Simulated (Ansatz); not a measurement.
C6H11O (SMILES [CH2]C(=O)CC(C)C), doublet (typed; the unrestricted solution is spin-contaminated), at a GFN2-xTB geometry. Base run: Ansatz (a program for electronic structure) with HF/STO-3G.

Ansatz was given this input:
Ansatz 0.2 input:
```yaml
crystal:
  periodic: [false, false, false]
  atoms:
    - {symbol: C, position_ang: [2.20591404, -0.44031400, -0.45736849]}
    - {symbol: C, position_ang: [1.09196265, 0.41268942, -0.33583232]}
    - {symbol: O, position_ang: [0.74406726, 1.18356321, -1.23663528]}
    - {symbol: C, position_ang: [0.33877984, 0.38585523, 0.98522440]}
    - {symbol: C, position_ang: [-1.05395983, -0.24932639, 0.79482052]}
    - {symbol: C, position_ang: [-1.93197516, 0.63147546, -0.08384838]}
    - {symbol: C, position_ang: [-0.94128819, -1.65817365, 0.21568997]}
    - {symbol: H, position_ang: [2.84814120, -0.34666925, -1.31626420]}
    - {symbol: H, position_ang: [2.53069654, -1.06534200, 0.35393873]}
    - {symbol: H, position_ang: [0.20910406, 1.41361474, 1.32870449]}
    - {symbol: H, position_ang: [0.90023319, -0.17200020, 1.73410466]}
    - {symbol: H, position_ang: [-1.50758209, -0.31944056, 1.79155030]}
    - {symbol: H, position_ang: [-2.87003799, 0.13169946, -0.31408151]}
    - {symbol: H, position_ang: [-2.15062661, 1.57484584, 0.41159759]}
    - {symbol: H, position_ang: [-1.41826622, 0.85243457, -1.01942306]}
    - {symbol: H, position_ang: [-0.56382848, -1.62273750, -0.80360340]}
    - {symbol: H, position_ang: [-0.26927935, -2.27087201, 0.81307424]}
    - {symbol: H, position_ang: [-1.91769218, -2.13727504, 0.20137047]}
basis:
  gaussian:
    orbitals: STO-3G
hamiltonian:
  xc: hf
magnetization: {spin_polarized: true, initial_magnetization: 1}
```

The bond that is stretched is that between atoms 18 and 7. A test that says stable can miss a lower solution.

The base run was repeated with changes; each row names its change, and settings that it needs were set with it.

```
change                                                           ΔE vs base (eV)  <S^2>       stability test says
---------------------------------------------------------------  ---------------  -----  ------------------------
base                                                                        0.00  1.055                   minimum
spin_polarized = on; lower_state_search = off                               0.00  1.055  undecided (no full test)
spin_polarized = on; lower_state_search = standard                          0.00  1.055                   minimum
bond × 1.25                                                                 1.18  1.055                   minimum
spin_polarized = on; lower_state_search = off; bond × 1.25                  1.18  1.055  undecided (no full test)
spin_polarized = on; lower_state_search = standard; bond × 1.25             1.18  1.055                   minimum
bond × 1.5                                                                  3.27  1.259                   minimum
spin_polarized = on; lower_state_search = off; bond × 1.5                   3.27  1.259  undecided (no full test)
spin_polarized = on; lower_state_search = standard; bond × 1.5              3.27  1.259                   minimum
bond × 1.8                                                                  4.49  1.810                   minimum
spin_polarized = on; lower_state_search = off; bond × 1.8                   4.49  1.810  undecided (no full test)
spin_polarized = on; lower_state_search = standard; bond × 1.8              4.49  1.810                   minimum
bond × 2.2                                                                  4.91  2.012                   minimum
spin_polarized = on; lower_state_search = off; bond × 2.2                   4.91  2.012  undecided (no full test)
spin_polarized = on; lower_state_search = standard; bond × 2.2              4.91  2.012                   minimum
bond × 3.0                                                                  5.02  2.064                   minimum
spin_polarized = on; lower_state_search = off; bond × 3.0                   5.02  2.064  undecided (no full test)
spin_polarized = on; lower_state_search = standard; bond × 3.0              5.02  2.064                   minimum
```

On stretching, the SCF can end on different states; <S^2> shows the spin contamination of each.
